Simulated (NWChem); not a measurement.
System: C$_{6}$H$_{6}$N, doublet; SMILES Nc1[c]cccc1

Input file for NWChem:

```
start job
memory heap 200 mb stack 900 mb global 1100 mb
geometry units angstroms noautosym nocenter noautoz
  N     -0.101079    -2.358260    -0.057827
  C     -0.056307    -0.980480    -0.007399
  C     -1.196912    -0.185101    -0.005653
  C     -1.237560     1.185324    -0.005176
  C     -0.012033     1.869614    -0.006425
  C      1.170908     1.130582    -0.006229
  C      1.158413    -0.263284    -0.006397
  H     -0.970835    -2.782659     0.235688
  H      0.719533    -2.845198     0.277428
  H     -2.186544     1.729890    -0.002313
  H      0.010057     2.961905    -0.006377
  H      2.133030     1.649120    -0.005065
  H      2.101910    -0.818768    -0.010332
end
basis spherical
  N library 6-31g*
  C library 6-31g*
  H library 6-31g*
end
dft
  odft
  mult 2
  xc b3lyp
  iterations 150
end
property
  hyperfine
end
task dft property
```

Parts of the log:

```
             Northwest Computational Chemistry Package (NWChem) 7.3.0
             --------------------------------------------------------

                             Geometry "geometry" -> ""
                             -------------------------

 Output coordinates in angstroms (scale by  1.889725989 to convert to a.u.)

  No.       Tag          Charge          X              Y              Z
 ---- ---------------- ---------- -------------- -------------- --------------
    1 N                    7.0000    -0.10107900    -2.35826000    -0.05782700
    2 C                    6.0000    -0.05630700    -0.98048000    -0.00739900
    3 C                    6.0000    -1.19691200    -0.18510100    -0.00565300
    4 C                    6.0000    -1.23756000     1.18532400    -0.00517600
    5 C                    6.0000    -0.01203300     1.86961400    -0.00642500
    6 C                    6.0000     1.17090800     1.13058200    -0.00622900
    7 C                    6.0000     1.15841300    -0.26328400    -0.00639700
    8 H                    1.0000    -0.97083500    -2.78265900     0.23568800
    9 H                    1.0000     0.71953300    -2.84519800     0.27742800
   10 H                    1.0000    -2.18654400     1.72989000    -0.00231300
   11 H                    1.0000     0.01005700     2.96190500    -0.00637700
   12 H                    1.0000     2.13303000     1.64912000    -0.00506500
   13 H                    1.0000     2.10191000    -0.81876800    -0.01033200

 Effective nuclear repulsion energy (a.u.)     260.5953477601

                              NWChem Property Module
                              ----------------------

  itol2e modified to match energy
  convergence criterion.

                                 NWChem DFT Module
                                 -----------------

 Summary of "ao basis" -> "ao basis" (spherical)
 ------------------------------------------------------------------------------
       Tag                 Description            Shells   Functions and Types
 ---------------- ------------------------------  ------  ---------------------
 N                           6-31g*                  6       14   3s2p1d
 C                           6-31g*                  6       14   3s2p1d
 H                           6-31g*                  2        2   2s

  itol2e modified to match energy
  convergence criterion.

[...]

          ----------------------
          Hyperfine Interactions
          ----------------------

 Total Spin Density (Fermi Contact Term)
 ------------------ --------------------
     Atom            x         y         z       Density (a.u.)      Aiso(MHz)     Aiso(Gauss)
     1  14-N     -0.19101  -4.45647  -0.10928       0.020221          6.533353       2.331259
     2  13-C     -0.10640  -1.85284  -0.01398      -0.002334         -2.623416      -0.936098
     3  13-C     -2.26184  -0.34979  -0.01068       0.338364        380.385332     135.730716
     4  13-C     -2.33865   2.23994  -0.00978      -0.002239         -2.517213      -0.898203
     5  13-C     -0.02274   3.53306  -0.01214       0.038221         42.967807      15.331956
     6  13-C      2.21270   2.13649  -0.01177      -0.005272         -5.926853      -2.114845
     7  13-C      2.18908  -0.49753  -0.01209       0.027337         30.732435      10.966078
     8   1-H     -1.83461  -5.25846   0.44539       0.000006          0.027437       0.009790
     9   1-H      1.35972  -5.37664   0.52426      -0.000394         -1.759242      -0.627740
    10   1-H     -4.13197   3.26902  -0.00437       0.012372         55.302704      19.733347
    11   1-H      0.01900   5.59719  -0.01205       0.003186         14.242654       5.082125
    12   1-H      4.03084   3.11638  -0.00957       0.000844          3.771918       1.345912
    13   1-H      3.97203  -1.54725  -0.01952       0.006088         27.214654       9.710849

           -------------------------------------------
           Anisotropic Interaction (Spin-Dipolar Term)
           -------------------------------------------

 ------------------------------------------------------------
     Atom            x         y         z
 ------------------------------------------------------------
     1  14-N     -0.19101  -4.45647  -0.10928

   Spin-Dipolar term (a.u.)
        xx             yy             zz             xy             xz             yz
 ------------------------------------------------------------------------------------------
       0.001494       0.029866      -0.031360      -0.022794      -0.003726       0.003324

   Principal Comp. of -hf- tensor (au)            Anisotropic -hfcc- (MHz)               Anisotropic -hfcc- (Gauss)
 --------------------------------------------------------------------------------------------------------------------------
     -0.011037     0.042828    -0.031790      -0.425679     1.651766    -1.226087      -0.151893     0.589390    -0.437498

   Orientation of the principal axis of Hyperfine Tensor w.r.t absolute (molecular) frame
 --------------------------------------------------------------------------------------------------------------------------
      0.868053    -0.486306     0.099949
      0.490147     0.871480    -0.016678
     -0.078993     0.063467     0.994853

 ------------------------------------------------------------
     Atom            x         y         z
 ------------------------------------------------------------
     2  13-C     -0.10640  -1.85284  -0.01398

   Spin-Dipolar term (a.u.)
        xx             yy             zz             xy             xz             yz
 ------------------------------------------------------------------------------------------
       0.094184       0.003498      -0.097682      -0.064536      -0.001606      -0.000435

[...]
```

Level: B3LYP/6-31G* (spherical d), spin-unrestricted, contact and dipolar terms. Coordinates come from a PBE0/def2-SVP, spin-unrestricted optimisation. No frequency run checked for a minimum. No stability test was run on the SCF state. B3LYP is NWChem's, with the RPA form of VWN correlation.
